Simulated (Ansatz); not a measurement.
Geometry optimisation, Ansatz 0.2.0, RKS PBE-D4/6-31G*.

Input file:

```yaml
crystal:
  periodic: [false, false, false]
  atoms:
    - { symbol: Si, position_ang: [-0.842274, 0.043455, 0.586112] }
    - { symbol: H, position_ang: [1.655271, 0.064178, 1.513423] }
    - { symbol: "N", position_ang: [2.182883, -0.001738, 0.617393] }
    - { symbol: H, position_ang: [1.839005, -0.86123, 0.1635] }
    - { symbol: H, position_ang: [1.822913, 0.773284, 0.039963] }
    - { symbol: "N", position_ang: [-0.75145, 1.33399, -0.592943] }
    - { symbol: H, position_ang: [-0.767112, 1.255539, -1.611] }
    - { symbol: H, position_ang: [-0.78318, 2.305325, -0.285506] }
    - { symbol: "N", position_ang: [-0.891976, -1.326952, -0.494228] }
    - { symbol: H, position_ang: [-1.024596, -2.265131, -0.119127] }
    - { symbol: H, position_ang: [-0.904784, -1.320718, -1.517287] }
basis:
  gaussian: { orbitals: "6-31G*" }
hamiltonian:
  xc: pbe
  dispersion: d4
relax:
  f_tol: 0.03
  max_steps: 50
output:
  orbitals: {}
```

Run as:

```bash
$ ansatz run input.yaml --threads 1 --pin off --max-ram 2048MiB --backend cpu --events-out ev --progress --plain --runs-dir out
```

Task: Where does it end, and by what steps?

Result: The run converged. After 7 steps the energy has fallen by 0.040 eV; H2 moved furthest, 0.33 Å.

| step | energy less start (eV) | largest force component (eV/Å) | accepted |
| --- | --- | --- | --- |
| 0 | 0.0000 | 0.413 | yes |
| 1 | -0.0281 | 0.341 | yes |
| 2 | 0.0115 | 0.615 | no |
| 3 | -0.0353 | 0.259 | yes |
| 4 | -0.0383 | 0.168 | yes |
| 5 | -0.0386 | 0.142 | yes |
| 6 | -0.0392 | 0.082 | yes |
| 7 | -0.0395 | 0.011 | yes |

```xyz
11
Properties=species:S:1:pos:R:3
Si -1.029 0.068 0.560
H 1.980 0.026 1.565
N 2.265 -0.032 0.579
H 1.772 -0.855 0.207
H 1.807 0.766 0.121
N -0.823 1.345 -0.616
H -0.733 1.256 -1.631
H -0.886 2.321 -0.328
N -0.926 -1.317 -0.502
H -1.062 -2.257 -0.133
H -0.830 -1.321 -1.521
```

Whether the end is a true minimum wasn't checked by a vibrational analysis.

Time of the run: 22 s on 1 thread of Arm Neoverse V1, with other jobs on the host, peak memory 0.12 GiB.
